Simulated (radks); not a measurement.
Species: Tm52+. Configuration: [Ne] 3s2 3p5. Calculated with a radial shooting solver on a logarithmic mesh with Libxc functionals: non-relativistic Kohn-Sham, LDA (Slater exchange, Perdew-Wang correlation), spin-unpolarised, spherical densities, point nucleus; relativity is left out, which matters for an element this heavy. Some entries of the table are withheld. Estimate them.

| orbital | occ. | eigenvalue (eV) | <r^2> (bohr^2) |
|---|---|---|---|
| 1s | 2 | (1) | (2) |
| 2s | 2 | -12399.28 | 0.009932 |
| 2p | 6 | (3) | 0.007346 |
| 3s | 2 | (4) | (5) |
| 3p | 5 | -4812.341 | 0.04958 |

Answer. 
(1) 1s eigenvalue (eV): -58662.35
(2) 1s <r^2> (bohr^2): 0.0006455
(3) 2p eigenvalue (eV): -12042.84
(4) 3s eigenvalue (eV): -4949.215
(5) 3s <r^2> (bohr^2): 0.05467
